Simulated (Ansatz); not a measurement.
Computed with Ansatz on PBE0-D4/def2-TZVP structures; ΔE is electronic, products minus reactants. CCSD(T)/CBS adds triple-zeta CCSD(T) − MP2 to the extrapolated MP2 energy (def2 sets, frozen cores). Functionals use def2-TZVPP. B3LYP here is the variant with VWN-RPA as its local correlation; programs differ in this. Each species was taken in one conformer, which may not be the lowest.

`[BH2][Al]([SiH3])[O][SiH3]` + `C[SiH](S)Cl` → `BS[SiH](C)Cl` + `[SiH3][O][AlH][SiH3]`  (cleavage of the B–Al bond)

Task: Is it downhill or uphill in electronic energy at CCSD(T)/CBS, and by how much? (Estimate.)

Result: The calculation gave: Downhill: ΔE = -1.27 eV.

Task: What do these levels give: r2SCAN-D4, B3LYP-D4, ωB97M-V, PBE, PBE0, HF/def2-TZVPP, SCS-MP2/def2-TZVPP, CCSD/def2-TZVPP, HF/def2-QZVPP, SCS-MP2/def2-QZVPP, MP2/CBS(def2), CCSD/CBS(def2)? (Estimate.)

Result: The calculation gave: r2SCAN-D4 -1.32, B3LYP-D4 -1.28, ωB97M-V -1.30, PBE -1.26, PBE0 -1.25, HF/def2-TZVPP -1.16, SCS-MP2/def2-TZVPP -1.31, CCSD/def2-TZVPP -1.22, HF/def2-QZVPP -1.16, SCS-MP2/def2-QZVPP -1.31, MP2/CBS(def2) -1.38, CCSD/CBS(def2) -1.23 eV.

Largest T1 diagnostic among the species: 0.013.

In def2-TZVPP, CCSD(T) changes the Hartree–Fock value by −0.11 eV (the triples alone add −0.04 eV) and MP2 by −0.21 eV. The D4 term adds −0.05 eV with B3LYP and −0.02 eV with PBE0; it sums over pairs of atoms, weighted by their polarisabilities, and B3LYP, whose exchange is more repulsive, gets the larger term.
